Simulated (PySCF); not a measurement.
C₃H₁₁NOSi.
Z-matrix (Å and degrees, PBE0-D3(BJ)/def2-SVP geometry), rows numbered from 1:
```
C 
O   1  1.3971
Si  2  1.6709  1  123.69
N   3  1.7157  2  111.85  1  -175.58
C   4  1.4413  3  122.07  2   -83.97
C   4  1.4415  3  121.64  2    79.72
H   1  1.1069  2  112.28  3   -64.13
H   1  1.1072  2  112.31  3    57.35
H   1  1.1012  2  109.07  3   176.63
H   3  1.4962  2  107.94  1   -56.07
H   3  1.4951  2  108.92  1    65.08
H   5  1.1080  4  112.58  3   102.27
H   5  1.1003  4  110.64  3   -18.18
H   5  1.1062  4  110.95  3  -137.40
H   6  1.1063  4  111.01  3   136.46
H   6  1.1004  4  110.66  3    17.18
H   6  1.1078  4  112.53  3  -103.16
```

Lines to be assigned: C 1s: 291.47 (area 2), 292.19 (area 1) eV; N 1s: 404.32 eV; O 1s: 537.64 eV; Si 1s: 1846.97 eV; Si 2p3/2: 106.97 eV.

Computed with delta-SCF UKS SCAN, pcX-2 on the ionised atom, pcseg-1 elsewhere, spin-free X2C in PySCF. Geometry: PBE0-D3(BJ)/def2-SVP, one conformer, isolated molecule.

(1) Order the carbon atoms by C 1s binding energy.

Results:

(1) 291.47 eV: C5/C6 (N-methyl carbon); 292.19 eV: C1 (methoxy carbon). The listed C 1s values span 0.72 eV, from C5/C6 (bonded to N and 3 H) to C1 (bonded to O and 3 H).

Bonded neighbours of each site: C1: O and 3 H; O2: C and Si; Si3: O, N and 2 H; N4: 2 C and Si; C5/C6: N and 3 H.

**Question.** What is the longest wavelength that can ionise N 1s of N4 vertically?

**Answer.** λ = hc/E = 12398.42 eV Å / 404.32 eV = 30.665 Å.

Topologically equivalent atoms share the value of their first member; where this conformer doesn't relate them by symmetry, their own values could differ. Spin–orbit coupling isn't in the SCF: each 2p doublet comes from a relaxed spin-free hole plus a matrix of the shell (mean-field spin–orbit coupling and the ground-state 2p splitting), with 2p3/2 averaged over its two sublevels. 2p1/2 minus 2p3/2 (ligand field included): Si 0.62 eV.

Time: 76 s of wall time. Hardware: Arm Neoverse V2, one thread, no GPU, on a shared host.
